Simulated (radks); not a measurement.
Problem. Species: Lu. Configuration: [Xe] 4f14 6s2 6p1 (not the ground configuration). All-electron calculation, Dirac Kohn-Sham, PBEsol, spin-unpolarised, spherical densities, point nucleus; open shells fill j = l - 1/2 first. Program: a radial shooting solver on a logarithmic mesh with Libxc functionals. Some entries of the table are withheld. Estimate them.

| orbital | occ. | eigenvalue (eV) | <r> (bohr) | r(max) (bohr) |
|---|---|---|---|---|
| 1s1/2 | 2 | -63143.19 | 0.01932 | 0.01213 |
| 2s1/2 | 2 | -10744.38 | 0.08125 | 0.06950 |
| 2p1/2 | 2 | (1) | 0.06742 | 0.05193 |
| 2p3/2 | 4 | (2) | 0.07503 | 0.05846 |
| 3s1/2 | 2 | -2436.736 | 0.2122 | 0.1960 |
| 3p1/2 | 2 | -2220.479 | 0.2021 | 0.1839 |
| 3p3/2 | 4 | -1982.267 | 0.2163 | 0.1974 |
| 3d3/2 | 4 | -1615.265 | 0.1899 | 0.1552 |
| 3d5/2 | 6 | -1563.244 | 0.1943 | 0.1589 |
| 4s1/2 | 2 | -487.0517 | 0.4780 | 0.4466 |
| 4p1/2 | 2 | -399.0563 | 0.4851 | 0.4475 |
| 4p3/2 | 4 | -344.7813 | 0.5179 | 0.4763 |
| 4d3/2 | 4 | -200.1611 | 0.5411 | 0.4758 |
| 4d5/2 | 6 | -190.2554 | 0.5527 | 0.4851 |
| 5s1/2 | 2 | -63.8940 | 1.169 | 1.043 |
| 5p1/2 | 2 | -39.4776 | 1.309 | 1.133 |
| 5p3/2 | 4 | -32.4900 | 1.420 | 1.221 |
| 4f5/2 | 6 | -13.3488 | (3) | 0.4657 |
| 4f7/2 | 8 | -11.8240 | (4) | 0.4712 |
| 6s1/2 | 2 | -5.8542 | 3.461 | 2.958 |
| 6p1/2 | 1 | -2.3589 | 4.561 | 3.778 |
| 6p3/2 | 0 | -1.9264 | 4.956 | 4.094 |

Solution. 
(1) 2p1/2 eigenvalue (eV): -10255.26
(2) 2p3/2 eigenvalue (eV): -9138.308
(3) 4f5/2 <r> (bohr): 0.7138
(4) 4f7/2 <r> (bohr): 0.7294
